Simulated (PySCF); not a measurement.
C3H7O, charge -1, singlet, geometry from GFN2-xTB (in this run its highest filled SCF level lies above zero, so its values depend strongly on the basis, on diffuse functions most of all). Base run: DF-M062X/pcseg-1 (PySCF).

Here is a job for PySCF.
```python
from pyscf import gto, scf, dft

mol = gto.M(
    atom='''
O     0.036114   -0.775937    0.000887
C     0.026061    0.600664   -0.000468
C     1.381985   -1.384159    0.006902
C    -1.406966    1.147588   -0.006777
H     0.560203    1.006965    0.891887
H     0.567395    1.005265   -0.889256
H     1.929303   -0.905866   -0.880265
H     1.922124   -0.904169    0.897544
H    -1.931208    0.789925   -0.890913
H    -1.938334    0.791610    0.873778
H    -1.404874    2.239205   -0.007811
''',
    basis='pcseg-1',
    charge=-1,
    spin=0,
    verbose=4,
)

mf = dft.RKS(mol)
mf.xc = 'm062x'
mf = mf.density_fit(auxbasis='def2-universal-jkfit')
mf.kernel()
mf.analyze()
```

Each row names what was changed in the base input (with any setting that the change needs).

| change | E (Eh) | HOMO (eV) | HOMO-LUMO gap (eV) | core-seconds (rough) | outcome |
|---|---|---|---|---|---|
| base | -193.52414 | 0.67 | 5.64 | 20 | converged |
| functional = mn15 | -193.38842 | 1.19 | 5.24 | 20 | converged |
| functional = m06 | -193.48985 | 1.91 | 3.70 | 20 | converged |
| functional = m06l | -193.58311 | 2.94 | 2.86 | 20 | converged |
| functional = b3lyp5 | -193.50315 | 2.22 | 3.11 | 10 | converged |
| functional = wb97x_v | - | - | - | - | cut at the time limit |
| functional = mn12l | -193.38895 | 2.62 | 2.60 | 20 | converged |
| functional = camb3lyp | -193.52361 | 0.56 | 5.84 | 10 | converged |
| functional = bhandhlyp | -193.49187 | 0.74 | 5.48 | 10 | converged |
| functional = pbe; dispersion = d4 | -193.37919 | 3.11 | 1.68 | 20 | converged |
| functional = bp86 | -193.62498 | 2.98 | 1.85 | 20 | converged |
| functional = b3lyp | -193.62751 | 2.13 | 3.12 | 10 | converged |
| functional = x3lyp | -193.53225 | 2.09 | 3.19 | 10 | converged |

Totals shift with the method and basis; they matter in differences.
